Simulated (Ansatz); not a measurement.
`[SiH3]CC=S` + `C#CN` → `C#CN[SiH3]` + `CC=S` at 500 K and 1 bar (ligand exchange at the Si–C bond).

Isolated molecules relaxed with PBE0-D4/def2-TZVP in Ansatz; ΔE leaves out vibrations. CCSD(T)/CBS is the MP2 limit (def2-TZVPP, def2-QZVPP) plus CCSD(T) − MP2 in def2-TZVPP, frozen cores. This one scheme is used for every species. Each species was taken in one conformer, which may not be the lowest.

```json
{"species": "`[SiH3]CC=S`", "CCSD(T)/CBS energy (Eh)": "-766.54032", "H − E (kJ/mol)": "222.8", "S (J/(mol·K))": "383.2"}
{"species": "`C#CN`", "CCSD(T)/CBS energy (Eh)": "-132.52893", "H − E (kJ/mol)": "143.8", "S (J/(mol·K))": "289.2"}
{"species": "`C#CN[SiH3]`", "CCSD(T)/CBS energy (Eh)": "-422.82807", "H − E (kJ/mol)": "197.6", "S (J/(mol·K))": "373.3"}
{"species": "`CC=S`", "CCSD(T)/CBS energy (Eh)": "-476.26007", "H − E (kJ/mol)": "167.9", "S (J/(mol·K))": "307.9"}
```

H − E and S are ideal-gas, rigid-rotor, harmonic terms from PBE0-D4/def2-TZVP, for one conformer and one mirror image of each species. 1 Eh = 2625.50 kJ/mol, R = 8.31446 J/(mol·K).

Task: By hand: ΔE, ΔH, ΔS and ΔG.

Result: ΔE = (-422.82807) + (-476.26007) − (-766.54032) − (-132.52893) = -0.01889 Eh = -49.6 kJ/mol. Δ(H − E) = 197.6 + 167.9 − 222.8 − 143.8 = -1.1, so ΔH = -50.7 kJ/mol. ΔS = 373.3 + 307.9 − 383.2 − 289.2 = 8.8 J/(mol·K). ΔG = -50.7 − 500 × (8.8)/1000 = -55.1 kJ/mol.

Task: By hand: the equilibrium constant, and the temperature at which ΔG would vanish if ΔH and ΔS stayed fixed.

Result: log₁₀ K = −ΔG/(RT ln 10) = 5.8. ΔH and −TΔS have one sign here, so there is no such temperature.

The number of gas molecules stays the same, so ΔS is small and ΔH decides. A doubt of 5 kJ/mol in ΔE shifts log₁₀ K by 0.5 here. Other conformers and mirror images would add mixing entropy, several J/(mol·K) or more a flexible species. These are equilibria of isolated gas molecules and say nothing of rates. Largest T1 diagnostic: 0.016 (customary marks: 0.02 for closed shells, 0.045 for open ones).

ΔS is within the doubt of such terms, so its sign, and with it that verdict, could turn.
